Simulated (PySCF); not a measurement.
Assigning NMR signals

Geometry (Å), atoms numbered from 1 in this order:
```xyz
33

Si    0.5642    0.6004    0.3835
C     0.3177    0.5380    2.2466
H     0.4090    1.5574    2.6539
H     1.0793   -0.0873    2.7362
H    -0.6710    0.1448    2.5243
C     2.3719    1.0244    0.0638
H     2.5921    1.0730   -1.0146
H     3.0320    0.2584    0.5014
H     2.6445    1.9912    0.5176
N    -0.3261    1.8842   -0.3777
C    -1.7525    2.0713   -0.5774
C    -2.5585    1.3754    0.5095
C    -2.2042    1.6173   -1.9657
H     0.2330    2.5010   -0.9564
H    -1.9687    3.1551   -0.5016
H    -2.3610    0.2908    0.4974
H    -3.6361    1.5277    0.3499
H    -2.2993    1.7640    1.5049
H    -2.0966    0.5252   -2.0691
H    -3.2604    1.8714   -2.1509
H    -1.5984    2.0941   -2.7522
N     0.0253   -0.8881   -0.3667
C     0.5098   -2.2523   -0.2462
C     0.8959   -2.5890    1.1857
C     1.6639   -2.5448   -1.2049
H    -0.3153   -0.7021   -1.3059
H    -0.3238   -2.9289   -0.5181
H     1.7647   -1.9960    1.5150
H     1.1742   -3.6499    1.2689
H     0.0648   -2.3921    1.8779
H     2.5385   -1.9205   -0.9600
H     1.9709   -3.6022   -1.1597
H     1.3762   -2.3237   -2.2450
```

[PySCF 2.14: NMR shieldings at PBE0/pcSseg-1/GIAO; geometry from PBE0-D3(BJ)/def2-SVP; non-relativistic Hamiltonian; gas phase; one conformer; fast rotation and ring inversion assumed for equivalent nuclei]

Scale: TMS for ¹³C, ¹H (reference shieldings calculated alike).

Problem. Assign these signals to the numbered atoms. ¹³C{¹H} NMR (computed): δ 46.4 (CH), 28.3 (CH3), 5.8 (CH3).

Solution. 
| δ (ppm) | atoms | environment | reason |
| --- | --- | --- | --- |
| 46.4 | C11/C23 | carbon bonded to 2 C, N, H | – |
| 28.3 | C12/C13/C24/C25 | carbon bonded to C, 3 H | – |
| 5.8 | C2/C6 | carbon bonded to Si, 3 H | – |

Problem. Assign these signals to the numbered atoms. ¹H NMR (600 MHz, computed): δ 3.10 (sept, 2H), 1.10 (d, 12H), 0.26 (br s, 2H), 0.09 (s, 6H).

Solution. 
```tsv
δ (ppm)	atoms	environment	reason
3.10	H15/H27	hydrogen on a carbon bonded to 2 C, N	–
1.10	H16/H17/H18/H19/H20/H21/H28/H29/H30/H31/H32/H33	hydrogen on a carbon bonded to C	–
0.26	H14/H26	hydrogen on a nitrogen bonded to C, Si	–
0.09	H3/H4/H5/H7/H8/H9	hydrogen on a carbon bonded to Si	–
```

OH and NH positions are those of a molecule without intermolecular hydrogen bonds; in solution they move with solvent, concentration and temperature, and exchange usually removes their couplings. Shifts are as computed. Against solution values, carbons near 30 ppm lie about +2 ppm off and those near 130 ppm about +5 ppm (rms about the fit 1.9 ppm; single classes can miss by 10 ppm). Of 1328 compounds with measured shifts, 309 miss one by over three times the rms of a fit or turn the order of signals round; such compounds aren't used in these exercises. Signals without a measured value on file couldn't be tested in this way; 1H shifts scatter by 0.2 ppm about their fit, and single ones miss by 0.5 ppm. No couplings were computed; multiplicities are counted from neighbouring protons, with m where these are inequivalent, close in shift, in a saturated or five-membered ring or joined by F or P, and br s for small geminal =CH2 splittings.
